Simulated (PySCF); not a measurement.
Input of a run (PBE0-D3(BJ)/def2-SVP geometry optimisation, gas phase (PySCF 2.14.0)), started from GFN2-xTB:
```
{"job": {"xc": "PBE0", "basis": "def2-SVP", "d3": "d3bj", "grid": 1, "maxiter": 30, "shake": 0.01, "kind": "geom"}, "charge": 0, "multiplicity": 1}
C     -1.464530    -0.543720    -0.141650
Ge     0.072830     0.677650    -0.069590
P      1.823260    -0.353810     0.981790
H     -2.305260    -0.016710    -0.597750
H     -1.763990    -0.844480     0.845150
H     -1.267960    -1.400890    -0.735870
H      0.409510     1.179690    -1.462660
H     -0.284690     1.936260     0.689560
H      2.056900    -1.211220    -0.054490
H      2.774370     0.556300     0.524470
```

Output (energies in Eh, forces in Eh/bohr):
```
step   0  E = -2459.83376962  max force = 0.029839
step   1  E = -2459.83869797  max force = 0.006883
step   2  E = -2459.83905340  max force = 0.001360
step   3  E = -2459.83907324  max force = 0.000273
step   4  E = -2459.83908105  max force = 0.000432
optimisation converged
```

**Question.** Summarise the run.

**Answer.** The energy falls by 3.3 kcal/mol over 5 energy and gradient evaluations, the largest force component goes from 0.0298 to 4.3e-04 Eh/bohr, and the atoms move by 0.048 Å rms after alignment. The bond that changes most is P3–H9 (three-coordinate phosphorus to P–H hydrogen), which lengthens by 0.063 Å. Bonds longer at the end by more than 0.005 Å: 8 of 9; shorter: 1. Among the angles that change most is H7–Ge2–H8, from 103.8° to 108.5°. The energy never rose by more than 1e-6 Eh on the way. The first step brought 93 % of the lowering.

**Question.** What are the final bond lengths?

**Answer.** C1–Ge2 1.953 Å, Ge2–P3 2.329 Å, C1–H4 1.100 Å, C1–H5 1.099 Å, C1–H6 1.099 Å, Ge2–H7 1.544 Å, Ge2–H8 1.543 Å, P3–H9 1.429 Å, P3–H10 1.428 Å. Numbering counts from 1 in the input's order; the species is `[CH3][GeH2][PH2]`.

The run used 99 basis functions and 28 SCF cycles in all. The run took 17 s on one thread of an Arm Neoverse V1, no GPU, shared host, and the process peaked at 0.41 GiB of memory.

No frequency check. One conformer, not necessarily the lowest.

The values belong to the conformer `[CH3:1][GeH2:2][PH2:3]`: H–P3–Ge2–C1 73°, H–P3–Ge2–C1 167°.
